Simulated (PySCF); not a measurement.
Identify the unknown among the candidates.

All candidates are C4H8O3S.

| technique | computed result |
| --- | --- |
| 1H NMR | chemical shifts (computed TMS as zero) by class: 4.21 (1 H), 3.98 (1 H), 2.91 (1 H), 2.32 (1 H), 1.78 (1 H), 1.38 (3 H) ppm [GIAO PBE0/pcSseg-1] |
| Rotational structure | rotational constants A, B, C: 2.349, 2.110, 1.475 GHz [GFN2-xTB] |
| 13C NMR | chemical shifts (computed TMS as zero) by class: 63.4 (1 C), 58.5 (1 C), 37.8 (1 C), 18.7 (1 C) ppm [GIAO PBE0/pcSseg-1] |
| NMR, other nuclei | isotropic shieldings of nuclei other than C and H, by class: 96 (1 O), 112 (1 O), 143 (1 O), 145 (1 S) ppm [GIAO PBE0/pcSseg-1] |
| Dipole | 5.64 D [PBE0/pcSseg-1] |

Electronic properties: PySCF, gas phase, density fitting. Levels stand in brackets. Geometry: GFN2-xTB, one conformer, isolated molecule. Each NMR value is the plain mean over a class of atoms that symmetry, rotation or inversion makes alike.

Question: Which candidate is it?
A. `C[C+](C)CS(=O)(=O)[O-]`
B. `C=C(OC)S(C)(=O)=O`
C. `C[C@@H]1CCOS1(=O)=O`

Answer: C. It is `C[C@@H]1CCOS1(=O)=O`. Numbering: `[CH3:1][C@@H:2]1[CH2:3][CH2:4][O:5][S:6]1(=[O:7])=[O:8]`. 4 carbons fall into 4 classes; from least to most shielded: ring sp3 carbon bound to oxygen [C4] (63.4 ppm), ring sp3 carbon bound to sulfur [C2] (58.5 ppm), ring CH2 carbon [C3] (37.8 ppm), methyl carbon [C1] (18.7 ppm). Hydrogen classes from least to most shielded: 1 H on an sp3 carbon bound to oxygen, C4 (4.21 ppm), 1 H on an sp3 carbon bound to oxygen, C4 (3.98 ppm), 1 H on an sp3 carbon bound to sulfur, C2 (2.91 ppm), 1 H on a ring CH2 carbon, C3 (2.32 ppm), 1 H on a ring CH2 carbon, C3 (1.78 ppm), 3 H on a methyl carbon, C1 (1.38 ppm, a mean of values up to 0.5 ppm apart in this geometry). The other shieldings belong to: 96 ppm, sulfonyl oxygen [O8]; 112 ppm, sulfonyl oxygen [O7]; 143 ppm, oxygen bonded to C and S [O5]; 145 ppm, sulfonyl sulfur [S6]. The optimised geometry has point group C1 and is an asymmetric top.

The others, at the same levels:
- `C=C(OC)S(C)(=O)=O` fails: its computed 13C shifts are 173.0 (1 C), 88.3 (1 C), 57.8 (1 C), 44.4 (1 C) ppm, 1H shifts are 5.38 (1 H), 4.66 (1 H), 3.85 (3 H), 2.69 (3 H) ppm and rotational constant A is 2.930 GHz (against 2.349 GHz).
- `C[C+](C)CS(=O)(=O)[O-]` fails: it has 3 carbon classes against 4; its computed 13C shifts are 241.1 (1 C), 115.3 (1 C), 37.8 (2 C) ppm, 1H shifts are 5.89 (2 H), 3.45 (6 H) ppm and rotational constant A is 2.962 GHz (against 2.349 GHz).

Each candidate is one conformer, not necessarily the lowest. The conformers computed, where there is a choice (atom-mapped SMILES and torsion angles):
- `[CH2:1]=[C:2]([O:3][CH3:4])[S:5]([CH3:6])(=[O:7])=[O:8]`: C1–C2–O3–C4 6°, C1–C2–S5–C6 135°
- `[CH3:1][C+:2]([CH3:3])[CH2:4][S:5](=[O:6])(=[O:7])[O-:8]`: C1–C2–C4–S5 -85°, C2–C4–S5–O6 61°

The conformers of `C[C@@H]1CCOS1(=O)=O` aren't listed.
